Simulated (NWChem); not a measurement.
System: N₂H₃, doublet; SMILES [NH]N

Input file for NWChem:

```
start job
memory heap 200 mb stack 900 mb global 1100 mb
geometry units angstroms noautoz
  N     -0.120994    -0.752145     0.007309
  N     -0.014192     0.576370    -0.063059
  H      0.840159    -1.110500    -0.047594
  H      0.835136     1.057311     0.231067
  H     -0.867317     1.075948     0.166440
end
basis spherical
  * library def2-tzvp
end
dft
  odft
  mult 2
  xc xpbe96 cpbe96
  iterations 150
  grid coarse
end
task dft gradient
```

Parts of the log:

```
             Northwest Computational Chemistry Package (NWChem) 7.3.0
             --------------------------------------------------------

 C1  symmetry detected

                             Geometry "geometry" -> ""
                             -------------------------

 Output coordinates in angstroms (scale by  1.889725989 to convert to a.u.)

  No.       Tag          Charge          X              Y              Z
 ---- ---------------- ---------- -------------- -------------- --------------
    1 N                    7.0000    -0.10642298    -0.74093672     0.00358880
    2 N                    7.0000    -0.01105112     0.58897185    -0.05605872
    3 H                    1.0000     0.85793839    -1.09047011    -0.05192051
    4 H                    1.0000     0.83339111     1.07494542     0.24380693
    5 H                    1.0000    -0.86901082     1.07927876     0.17540300

 Effective nuclear repulsion energy (a.u.)      36.6884815147

  pbe96 is a nonlocal functional; adding pw91lda local functional.

                                 NWChem DFT Module
                                 -----------------

 Summary of "ao basis" -> "ao basis" (spherical)
 ------------------------------------------------------------------------------
       Tag                 Description            Shells   Functions and Types
 ---------------- ------------------------------  ------  ---------------------
 N                         def2-tzvp                11       31   5s3p2d1f
 H                         def2-tzvp                 4        6   3s1p

            General Information
            -------------------
          SCF calculation type: DFT
          Wavefunction type:  spin polarized.
          No. of atoms     :     5
          No. of electrons :    17
           Alpha electrons :     9
            Beta electrons :     8
          Charge           :     0
          Spin multiplicity:     2
          Use of symmetry is: off; symmetry adaption is: off
          Maximum number of iterations: 150
          AO basis - number of functions:    80
                     number of shells:    34
          Convergence on energy requested:  1.00D-06
          Convergence on density requested:  1.00D-05
          Convergence on gradient requested:  5.00D-04

              XC Information
              --------------
          PerdewBurkeErnzerhof Exchange Functional  1.000
            Perdew 1991 LDA Correlation Functional  1.000 local
           PerdewBurkeErnz. Correlation Functional  1.000 non-local

             Grid Information
             ----------------
          Grid used for XC integration:  coarse
          Radial quadrature: Mura-Knowles
          Angular quadrature: Lebedev.
          Tag              B.-S. Rad. Rad. Pts. Rad. Cut. Ang. Pts.
          ---              ---------- --------- --------- ---------
          N                   0.65       35           7.0       302
          H                   0.35       35           8.0       302
          Grid pruning is: on
          Number of quadrature shells:   175
          Spatial weights used:  Erf1

      Superposition of Atomic Density Guess
      -------------------------------------

 Sum of atomic energies:        -110.12253124

      Non-variational initial energy
      ------------------------------

 Total energy =    -110.906900
 1-e energy   =    -221.200608
 2-e energy   =      73.605226
 HOMO         =      -0.136309
 LUMO         =       0.077077

   convergence    iter        energy       DeltaE   RMS-Dens  Diis-err
 ---------------- ----- ----------------- --------- --------- ---------
 d= 0,ls=0.0,diis     1   -111.1109528854 -1.48D+02  4.63D-03  1.16D-01
                                                     4.76D-03  1.16D-01
 d= 0,ls=0.0,diis     2   -111.0975703767  1.34D-02  3.37D-03  1.17D-01
                                                     3.62D-03  1.09D-01
 d= 0,ls=0.0,diis     3   -111.1202512330 -2.27D-02  1.07D-03  6.55D-02
                                                     1.31D-03  6.92D-02
 d= 0,ls=0.0,diis     4   -111.1473166563 -2.71D-02  3.22D-04  4.27D-04
                                                     1.91D-04  3.42D-04
 d= 0,ls=0.0,diis     5   -111.1474769899 -1.60D-04  9.44D-05  5.54D-05
                                                     5.62D-05  3.91D-05
  Resetting Diis
 d= 0,ls=0.0,diis     6   -111.1474932923 -1.63D-05  2.97D-05  1.39D-05
                                                     2.48D-05  1.37D-05
 d= 0,ls=0.0,diis     7   -111.1474988463 -5.55D-06  2.76D-05  1.38D-06
                                                     1.97D-05  8.21D-07
 d= 0,ls=0.0,diis     8   -111.1474978034  1.04D-06  1.40D-05  3.52D-06
                                                     1.37D-05  3.57D-06
 d= 0,ls=0.0,diis     9   -111.1474993376 -1.53D-06  2.59D-06  1.86D-07
                                                     1.87D-06  1.38D-07
 d= 0,ls=0.0,diis    10   -111.1474993951 -5.76D-08  1.15D-06  1.19D-08
                                                     8.26D-07  1.11D-08

         Total DFT energy =     -111.147499395121
      One electron energy =     -222.908737623837
           Coulomb energy =       89.843691251527
    Exchange-Corr. energy =      -14.770934537539
 Nuclear repulsion energy =       36.688481514728

 Numeric. integr. density =       16.999987136175

[...]

                         DFT ENERGY GRADIENTS

    atom               coordinates                        gradient
                 x          y          z           x          y          z
   1 N      -0.201110  -1.400167   0.006782    0.003539   0.012839  -0.000590
   2 N      -0.020884   1.112995  -0.105936   -0.000085  -0.012668   0.001383
   3 H       1.621268  -2.060690  -0.098116   -0.002850   0.002160   0.000118
   4 H       1.574881   2.031352   0.460728   -0.002732  -0.001682  -0.000627
   5 H      -1.642192   2.039541   0.331464    0.002128  -0.000649  -0.000285
```

Level: PBE/def2-TZVP, spin-unrestricted. All runs use the structure optimised with PBE0/def2-SVP, spin-unrestricted. No stability test was run on the SCF state.
